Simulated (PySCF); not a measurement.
Some computed properties have been withheld. Give your best values.

C4H13AlP2.
SMILES: `C(C=C)[P@@+](P)(C)[AlH3-]`

Conformer (atom-mapped SMILES and torsion angles): `[CH2:1]=[CH:2][CH2:3][P@@+:4]([CH3:5])([AlH3-:6])[PH2:7]`: C1–C2–C3–P4 18°, C2–C3–P4–C5 172°, H–P7–P4–C3 -92°, H–P7–P4–C3 174°.

| property | level | value |
| --- | --- | --- |
| point group | PBE0-D3(BJ)/def2-SVP | C1 |
| rotational constants A, B, C | PBE0-D3(BJ)/def2-SVP | 1.308, 1.154, 0.923 GHz |
| dipole moment | CAM-B3LYP/def2-SVPD | 4.80 D |
| HOMO energy | CAM-B3LYP/def2-SVPD | -8.60 eV |
| LUMO energy | CAM-B3LYP/def2-SVPD | 0.30 eV |
| lowest singlet excitation | TDDFT CAM-B3LYP/def2-SVPD | ? |
| lowest triplet excitation (Tamm–Dancoff) | TDA CAM-B3LYP/def2-SVPD | 4.34 eV |
| static isotropic polarisability | CAM-B3LYP/def2-SVPD | ? |
| vertical ionisation energy | ΔSCF CAM-B3LYP/def2-SVPD | ? |
| electronic spatial extent ⟨r²⟩ about the centre of nuclear charge | CAM-B3LYP/def2-SVPD | ? |
| 13C chemical shifts (computed TMS as zero) by class | GIAO CAM-B3LYP/pcSseg-1 | 140.6 (1 C), 133.2 (1 C), 32.7 (1 C), 10.2 (1 C) ppm |
| 1H chemical shifts (computed TMS as zero) by class | GIAO CAM-B3LYP/pcSseg-1 | 6.26 (1 H), 5.94 (1 H), 5.61 (1 H), 3.83 (3 H), 2.93 (2 H), 2.54 (1 H), 2.02 (1 H), 1.24 (3 H) ppm |
| isotropic shieldings of nuclei other than C and H, by class | GIAO CAM-B3LYP/pcSseg-1 | 435 (1 Al), 367 (1 P), 497 (1 P) ppm |
| core binding energies | ΔSCF SCAN, pcX-2 on the ionised atom, pcseg-1 elsewhere, spin-free X2C, 2p3/2 from a spin–orbit splitting computed afterwards within the 2p shell | P2p3/2 136.8, P2p3/2 137.0, C1s 290.3, C1s 290.9, C1s 291.2, C1s 291.2, Al1s 1565.0, P1s 2150.4, P1s 2150.5 eV |

Electronic properties: PySCF, gas phase, density fitting. Isolated species at its PBE0-D3(BJ)/def2-SVP geometry (one conformer only). NMR classes are plain means over equivalent atoms (diastereotopic ones count apart unless rotation or inversion swaps them), as if these changed places fast; in this geometry the members of some classes differ.

(1) What is the vertical ionisation energy?

(2) The static isotropic polarisability?

(3) What is the electronic spatial extent ⟨r²⟩ about the centre of nuclear charge?

(4) What is the lowest singlet excitation?

## Answers

(1) 9.21 eV.

(2) 135.2 au.

(3) 1566 bohr².

(4) 5.95 eV (208 nm, f = 0.207).

The vertical singlet–triplet gap S1 − T1 is 1.61 eV (TDDFT singlet less Tamm–Dancoff triplet). The polarisability is 20.04 Å³ as a volume (1 au = 0.148185 Å³), or 1.69 au for each of the 80 electrons. In atomic units the dipole is 1.89 e·bohr (1 au = 2.5417 D). The 10 singlets span 5.95 to 7.22 eV, and their oscillator strengths add up to 0.44. The principal polarisabilities are 130.0, 135.5 and 140.1 au; their mean is the isotropic value.
